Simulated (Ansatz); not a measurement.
Stretching the C2–H6 bond in CH6Ge (SMILES [CH3][GeH3]) (multiplicity 1 held, fragments rigid). Energies count from the point at 1.090 Å.
Geometry at that point (charge 0, multiplicity 1):
```json
[
 {"atom": "Ge", "x (Å)": "-0.3884", "y (Å)": "0.0464", "z (Å)": "-0.0085"},
 {"atom": "C", "x (Å)": "1.5631", "y (Å)": "-0.1868", "z (Å)": "0.0343"},
 {"atom": "H", "x (Å)": "-1.0136", "y (Å)": "-0.8660", "z (Å)": "-1.0809"},
 {"atom": "H", "x (Å)": "-0.7462", "y (Å)": "1.5081", "z (Å)": "-0.3384"},
 {"atom": "H", "x (Å)": "-1.0010", "y (Å)": "-0.3122", "z (Å)": "1.3588"},
 {"atom": "H", "x (Å)": "1.8133", "y (Å)": "-1.2212", "z (Å)": "0.2678"},
 {"atom": "H", "x (Å)": "2.0026", "y (Å)": "0.4595", "z (Å)": "0.7934"},
 {"atom": "H", "x (Å)": "1.9937", "y (Å)": "0.0675", "z (Å)": "-0.9337"}
]
```

Restricted levels (R-, RO-) in cc, def2 and unpolarised 6-31G sets keep to the state of the molecule at rest. Active spaces are followed from a long bond inwards. Levels need not reach the same state.

Cores are frozen in the correlated methods. Filled d and f shells under p-block atoms count as core.

Run with Ansatz (Gaussian orbitals). Values without a source in brackets are computed.

Predict the energy at R = 3.487 Å from FIC-MRCISD+Q on CASSCF(2,2)/cc-pVDZ.

110.4 kcal/mol

What is the computed energy at R = 3.487 Å (SC-NEVPT2 on CASSCF(2,2)/cc-pVDZ)?

109.9 kcal/mol

Predict the energy at R = 3.487 Å from R-HF/cc-pVDZ.

187.7 kcal/mol

Doubts at one or more of the structures used: a restricted determinant that unrestricted orbitals would lower (R-HF/cc-pVDZ).

Ansatz is a quantum-chemistry and plane-wave program.
